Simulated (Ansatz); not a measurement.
Cost and result up the ladder for Ge14H20, a nanocrystal cut from cubic germanium (34 atoms). Total charge 0; singlet. Geometry: PBE-D4/def2-SVP.

Cartesian coordinates in Å:
```
Ge 3.265 -0.173 1.695
Ge -3.457 -1.247 0.289
Ge 0.374 -2.306 -0.101
Ge -0.593 0.881 2.086
Ge 1.922 3.139 -0.086
Ge -0.967 1.000 -1.879
Ge 2.888 -0.055 -2.283
Ge -2.890 0.056 2.281
Ge 0.967 -0.997 1.884
Ge 3.458 1.245 -0.290
Ge -1.920 -3.140 0.085
Ge -3.264 0.171 -1.696
Ge 0.591 -0.880 -2.082
Ge -0.373 2.308 0.106
H 4.248 -1.377 1.588
H 3.639 0.643 2.969
H -4.921 -1.776 0.411
H 1.361 -3.509 -0.230
H -0.226 1.713 3.356
H 2.283 3.983 1.172
H 2.044 4.061 -1.337
H -0.836 1.907 -3.144
H 3.868 -1.257 -2.435
H 3.016 0.836 -3.554
H -3.025 -0.831 3.554
H -3.870 1.259 2.425
H 0.838 -1.905 3.149
H 4.922 1.773 -0.413
H -2.047 -4.067 1.331
H -2.276 -3.979 -1.178
H -3.629 -0.647 -2.970
H -4.253 1.371 -1.593
H 0.220 -1.713 -3.350
H -1.358 3.513 0.236
```

Ansatz on 4 threads of AMD EPYC 7R13 on a shared host and a share (37 GiB) of an NVIDIA H100 80GB HBM3. Times are rough, and most runs start from the orbitals of an earlier one. PBE0-D4/def2-TZVP serves as the yardstick here, not as an exact answer. Differences are given only for rows in sets of like size (and for xTB, whose basis is part of the method), since another set adds its own error. Binding counts from free atoms at the same level (Ge triplet, H doublet; other spins of the atoms weren't run), without zero-point energy or a counterpoise term.

The 6-31G sets use Cartesian d functions. B3LYP takes the VWN-RPA correlation. Correlated methods freeze 126 core orbitals; core or outer-core shells of Ge are correlated, in sets that lack core-valence functions. The rows differ in basis, and correlated rows in double-zeta sets carry the largest basis error. Single mean-field runs in 6-31G, def2-SVP, def2-TZVP are fitted with def2-universal-jkfit.

Correlated methods converge slowly with the basis, most of all in double-zeta sets.

```json
{"level": "LDA (SPW92)/def2-TZVP", "functions": "792", "wall time": "15 s"}
{"level": "PBE0-D4/def2-SVP", "functions": "548", "wall time": "15 s"}
{"level": "HF/STO-3G", "functions": "272", "wall time": "15 s"}
{"level": "MP2/def2-SVP", "functions": "548", "wall time": "17 s"}
{"level": "HF/6-31G", "functions": "446", "wall time": "21 s"}
{"level": "PBE-D4/def2-TZVP (with forces)", "functions": "792", "wall time": "21 s"}
{"level": "PBE0-D4/def2-TZVP", "functions": "792", "wall time": "21 s"}
{"level": "PBE-D4/def2-SVP", "functions": "548", "wall time": "22 s"}
{"level": "B3LYP-D4/6-31G", "functions": "446", "wall time": "24 s"}
{"level": "B97M-V/def2-TZVP", "functions": "792", "wall time": "24 s"}
{"level": "r2SCAN-D4/def2-TZVP (with forces)", "functions": "792", "wall time": "32 s"}
```

(1) Estimate what each level gives for the binding energy per atom (eV).

Answers

(1) 
```json
{"level": "LDA (SPW92)/def2-TZVP", "binding energy per atom (eV)": "3.31", "difference from PBE0-D4/def2-TZVP (eV)": "0.41"}
{"level": "PBE0-D4/def2-SVP", "binding energy per atom (eV)": "2.89", "difference from PBE0-D4/def2-TZVP (eV)": "–"}
{"level": "HF/STO-3G", "binding energy per atom (eV)": "3.77", "difference from PBE0-D4/def2-TZVP (eV)": "–"}
{"level": "MP2/def2-SVP", "binding energy per atom (eV)": "2.71", "difference from PBE0-D4/def2-TZVP (eV)": "–"}
{"level": "HF/6-31G", "binding energy per atom (eV)": "1.89", "difference from PBE0-D4/def2-TZVP (eV)": "–"}
{"level": "PBE-D4/def2-TZVP (with forces)", "binding energy per atom (eV)": "2.89", "difference from PBE0-D4/def2-TZVP (eV)": "0.00"}
{"level": "PBE0-D4/def2-TZVP", "binding energy per atom (eV)": "2.89", "difference from PBE0-D4/def2-TZVP (eV)": "0.00"}
{"level": "PBE-D4/def2-SVP", "binding energy per atom (eV)": "2.89", "difference from PBE0-D4/def2-TZVP (eV)": "–"}
{"level": "B3LYP-D4/6-31G", "binding energy per atom (eV)": "2.81", "difference from PBE0-D4/def2-TZVP (eV)": "–"}
{"level": "B97M-V/def2-TZVP", "binding energy per atom (eV)": "2.94", "difference from PBE0-D4/def2-TZVP (eV)": "0.05"}
{"level": "r2SCAN-D4/def2-TZVP (with forces)", "binding energy per atom (eV)": "2.93", "difference from PBE0-D4/def2-TZVP (eV)": "0.04"}
```
